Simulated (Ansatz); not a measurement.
Total energies of `[C]#[C][GeH2][NH2]` radical.

```xyz
8

C    -1.8083    1.3348    1.8158
C    -0.9355    0.9828    1.0488
Ge    0.4591    0.4557   -0.1634
N     0.3023   -1.2853   -0.7014
H     1.7896    0.6070    0.5786
H     0.3485    1.3489   -1.4019
H     0.3846   -1.9598    0.0469
H    -0.5402   -1.4841   -1.2233
```

Charge 0, multiplicity 2. Correlated methods include outer-core shells of Ge, which these sets cover unevenly. Scalar relativity is left out up to krypton. The structure was optimised at the PBE0-D4/def2-TZVP level. It is one conformer, not always the lowest. Basis def2-TZVPP, the Gaussian-basis code of Ansatz.

RPA on PBE orbitals: Hartree–Fock energy of these orbitals -2207.70934 Eh, correlation -1.20947 Eh (frozen core).

```csv
functional,kind,energy without D4 (Eh),D4 term (kJ/mol)
LDA (SPW92),LDA,-2205.90354,–
PBE,GGA,-2209.76628,-14.7
revPBE,GGA,-2210.05727,-42.5
BLYP,GGA,-2210.26521,-32.1
r2SCAN,meta-GGA,-2210.16839,-3.5
B97M-V,meta-GGA with VV10,-2209.85878,–
PBE0,"global hybrid, 25 % exact exchange",-2209.82626,-12.4
B3LYP,"global hybrid, 20 %",-2210.30213,-23.8
r2SCANh,"meta-GGA hybrid, 10 %",-2210.15254,-3.8
r2SCAN0,"meta-GGA hybrid, 25 %",-2210.13055,-4.2
HSE06 (plane-wave form),screened hybrid,-2209.81951,-11.6
BHLYP,"global hybrid, 50 %",-2210.15141,-18.8
CAM-B3LYP,range-separated hybrid,-2210.30185,-12.7
LC-ωPBE,long-range corrected hybrid,-2209.88057,–
ωB97X-V,range-separated hybrid GGA with VV10,-2210.01579,–
ωB97M-V,range-separated hybrid meta-GGA with VV10,-2210.07905,–
B2PLYP,double hybrid,-2209.77437,–
PBE-QIDH,double hybrid,-2209.47763,–
```

B3LYP takes the VWN-RPA correlation (the form of Gaussian; ORCA's B3LYP/G). HSE06 is the plane-wave form, built on full-range PBE exchange. The double hybrids freeze the cores in their second-order part.

LC-ωPBE has ω = 0.4 bohr⁻¹.
